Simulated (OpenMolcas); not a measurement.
## What dynamic correlation does to the levels of P+

* Program: OpenMolcas
* Basis: ANO-RCC [8s7p5d4f2g]
* Scalar Hamiltonian: DKH2, point nucleus
* Active space: 4 electrons in 9 orbitals (RAS2 3s 3p; RAS3 3d, at most 2 electrons)
* State averaging: 2S+1 = 3 even, 6 roots; 2S+1 = 1 even, 11 roots; 2S+1 = 5 odd, 1 root; 2S+1 = 3 odd, 8 roots; 2S+1 = 1 odd, 8 roots
* Spin-orbit coupling: RASSI with atomic mean-field integrals over the reference wave functions, term energies averaged over their components

Methods on the same reference wave functions:
A. RASSCF
B. SS-RASPT2, IPEA 0.25 Eh, imaginary shift 0.1 Eh (closed shells correlated: 2s 2p)
C. MS-RASPT2, IPEA 0.25 Eh, imaginary shift 0.1 Eh (closed shells correlated: 2s 2p)

Energies in cm-1 above 3s2 3p2 3P0, the measured ground level; measured values from NIST Handbook of Basic Atomic Spectroscopic Data.

```tsv
Level	A	B	C	Measured
3s2 3p2 3P0	0.0	0.0	0.0	0.0
3s2 3p2 3P1	144	145	146	165
3s2 3p2 3P2	416	416	419	469
3s2 3p2 1D2	10499	8850	8840	8882
3s2 3p2 1S0	24285	21540	21600	21576
3s 3p3 5S* 2	39769	45060	45120	45697
3s 3p3 3D* 1	63445	64880	64940	65251
3s 3p3 3D* 2	63457	64890	64950	65272
3s 3p3 3D* 3	63479	64910	64970	65307
3s 3p3 3P* 2	76491	76460	76520	76764
3s 3p3 3P* 1	76521	76500	76550	76812
3s 3p3 3P* 0	76531	76510	76560	76823
```

Deviations, from unrounded energies. A percentage is the sum of absolute deviations over the sum of measured energies, with the sign that they share, or ± where signs differ.

```tsv
Against measurement	Levels	A	B	C
mean absolute deviation (cm-1)	11	1500	260	220
fine structure of the ground term (%)	2	-11.6	-11.4	-10.9
other terms of the ground configuration (%)	2	+14.2	-0.2	±0.2
other configurations (%)	7	-2.6	-0.6	-0.5
```

C lies closest to measurement on these levels and A furthest from it. The largest miss of C in the table is 3s 3p3 5S* 2, by -580 cm-1. The ranking rests on the paired levels alone, and a cruder setting can come out closer through cancelling errors.

Between B and C the level of the table that moves most is 3s 3p3 5S* 2, by 56 cm-1 (lowest in B, highest in C). Moves below CASPT2's spread within the term are not significant.

From A to B the spin-free energies of the other terms of 3s2 3p2 shown, above 3P, scale by factors of 0.84 to 0.89.

The lowest spin-free term lies below A's lowest term by 0.192 hartree in B, 0.192 hartree in C.

CASPT2 breaks the degeneracy within a term, and the mean is taken; among the terms shown or strongly mixed into the levels shown the widest spread is 26 cm-1 (3s2 3p2 1D, C). Over all roots computed the reference weight is 0.92 to 0.99 in B, 0.92 to 0.99 in C; the roots of lowest weight are the least certain, and an intruder state may touch them. The run also gave levels led by 3s 3p2 3d, 3s2 3p 3d, which use shells meant for correlation; these and all levels above them are left out. Some terms mix strongly with configurations of 3d, whose occupation reaches 0.28 (3s 3p3 3D*, 3s 3p3 3P*). Without dynamic correlation excited terms often stand tens of per cent too high (terms of higher spin than the ground term too low), and those without a measured partner can miss by more than the paired ones (holds for A). Measured partners are found by configuration, term and J. A level has none where our copy of the source lacks it or the pairing is in doubt (some pairs that miss far off the trend of their configuration count as doubtful), and it then counts in no deviation. Only configurations of the active space appear. The table leaves out levels that lie high or whose names do not pair safely across all columns.

* marks odd parity.
